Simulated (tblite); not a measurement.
C₆H₉FN (doublet state).
Atom-mapped SMILES: `[H]/[N:8]=[C:7]1\[C@H:2]([CH3:1])[CH2:3][CH:4][C@H:5]1[F:6]` (hydrogens: H9, H10, H11 on C1; H12 on C2; H13, H14 on C3; H15 on C4; H16 on C5; H17 on N8)

Geometry (GFN2-xTB, Å), atoms numbered from 1 in this order:
```
atom  x, y, z in Å
C1    -1.8713    0.1879   -0.6425
C2    -0.5607   -0.4148   -0.1543
C3    -0.2776   -0.1788    1.3396
C4     1.1886   -0.0187    1.4370
C5     1.8338   -0.0002    0.1172
F6     2.4853   -1.2313   -0.1583
C7     0.6685    0.1524   -0.8375
N8     0.8106    0.7137   -1.9466
H9    -2.0556   -0.0784   -1.6816
H10   -1.8443    1.2736   -0.5619
H11   -2.7023   -0.1845   -0.0478
H12   -0.5609   -1.4938   -0.3497
H13   -0.7928    0.7303    1.6808
H14   -0.6458   -0.9908    1.9760
H15    1.7276    0.0093    2.3638
H16    2.6189    0.7507   -0.0273
H17   -0.0291    0.7854   -2.5170
```

Computed with GFN2-xTB (tblite): harmonic, unscaled wavenumbers at the GFN2-xTB geometry, gas phase. Against measured fundamentals such values can be off by several per cent, at times by over 20. One conformer, not necessarily the lowest. Open shells enter through the occupations alone, without spin polarisation, and single modes of such species can be off by tens of per cent.

Harmonic wavenumbers (cm⁻¹): 53.6, 100.5, 192.0, 217.9, 262.1, 301.4, 374.7, 419.6, 487.5, 556.6, 660.1, 704.2, 758.3, 822.5, 865.3, 902.0, 916.3, 972.8, 1009.6, 1032.4, 1062.9, 1080.4, 1141.7, 1160.2, 1211.3, 1223.6, 1238.1, 1252.7, 1268.8, 1297.0, 1320.9, 1410.7, 1445.5, 1497.8, 1504.2, 1770.9, 2857.3, 2911.8, 2919.9, 2925.6, 3024.3, 3027.4, 3039.5, 3154.5, 3337.2.

A = 3042, B = 1903, C = 1361 MHz; mass 114.072 u (most abundant isotopes); point group C1, symmetry number 1; spin multiplicity 2.

Task: What is the zero-point energy?

Result: Half the sum of the wavenumbers: 29847 cm⁻¹ = 357.05 kJ/mol.

Task: Give the ideal-gas entropy at 298.15 K and 1 bar in the rigid-rotor, harmonic-oscillator model (classical rotation).

Result: Translation 167.93, rotation 117.58, vibration 87.32, spin (R ln 2) 5.76: S = 378.6 J/(mol K).

Task: And Cp and H(298.15 K) − H(0)?

Result: Cp = 136.68 J/(mol K), of which vibrations give 103.43 (their classical limit is 45 R = 374.2); H(298.15 K) − H(0) = 24.34 kJ/mol without the zero-point energy, 14.42 from vibrations.

Task: Which modes carry the vibrational entropy at 298.15 K?

Result: 53.6 cm⁻¹: 19.58; 100.5 cm⁻¹: 14.41; 192.0 cm⁻¹: 9.24; 217.9 cm⁻¹: 8.27; 262.1 cm⁻¹: 6.89; 301.4 cm⁻¹: 5.90 J/(mol K); the other 39 give 23.02 together.

Task: How do the functions run with temperature in this model?

Result: 
| T (K) | S (J/(mol K)) | Cp (J/(mol K)) | H − H(0) (kJ/mol) | G − H(0) (kJ/mol) | ln q(vib) |
| --- | --- | --- | --- | --- | --- |
| 50 | 239.7 | 46.5 | 1.92 | -10.06 | 0.30 |
| 100 | 277.2 | 64.1 | 4.68 | -23.04 | 1.04 |
| 373.15 | 412.5 | 166.1 | 35.70 | -118.21 | 6.17 |
| 500 | 467.3 | 209.4 | 59.62 | -174.04 | 8.76 |
| 750 | 564.4 | 268.7 | 119.99 | -303.33 | 13.92 |
| 1000 | 647.3 | 306.6 | 192.23 | -455.07 | 18.86 |

q(vib) and H(0) count from the zero-point level.

Task: What must be added to the electronic energy to get the Gibbs energy at 298.15 K and 1 bar?

Result: ZPE + [H(298.15 K) − H(0)] − T·S = 357.05 + 24.34 − 112.88 = 268.51 kJ/mol.

Hindered rotation and anharmonicity are outside this model. Other conformers, if any are populated, would add a mixing term that is left out. The structure is chiral; the term R ln 2 for an equal mix with its mirror image is left out.

On one thread, Arm Neoverse V2 (aarch64), on a shared host, this took 0.39 s of wall time. The figure is for the frequency step alone.
